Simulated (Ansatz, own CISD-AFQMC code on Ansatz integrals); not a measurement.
C2H5Al, SMILES `C[C][AlH2]` (lower triplet) (charge 0, multiplicity 3). This triplet lies 0.59 eV below the relaxed singlet at the level frozen-core CCSD(T)/cc-pVTZ // B3LYP-D3(BJ)/def2-TZVP (Ansatz).

Cartesian coordinates (Å):
```xyz
8

C     -1.4704    -0.0795    -0.1955
C     -0.0222     0.0262    -0.1955
Al     1.8552     0.1003    -0.2154
H     -1.9335     0.6828    -0.8370
H     -1.8823     0.0661     0.8127
H     -1.8209    -1.0592    -0.5487
H      2.5861     1.4710     0.0739
H      2.6881    -1.2078    -0.5205
```
Charge 0, spin multiplicity 3.

Frozen-core correlation energies in cc-pVDZ at a geometry from B3LYP-D3(BJ)/def2-TZVP, on an HF energy of -320.47957 Ha (<S^2> = 2.02). Wave-function levels are from Ansatz, the walk from an own CISD-AFQMC code on Ansatz integrals (time step 0.005/Ha, trial state from CCSD amplitudes, largest double 0.03).

```tsv
level	correlation energy (mHa)
MP2	-294.5
CCSD	-344.1
CCSD(T)	-352.6
```

Q: What correlation energy does phaseless AFQMC give, and where does it lie among these levels?

A: -354.1 ± 0.3 mHa (one standard error). AFQMC minus each level: MP2 -59.6 mHa, CCSD -10.0 mHa, CCSD(T) -1.4 mHa.
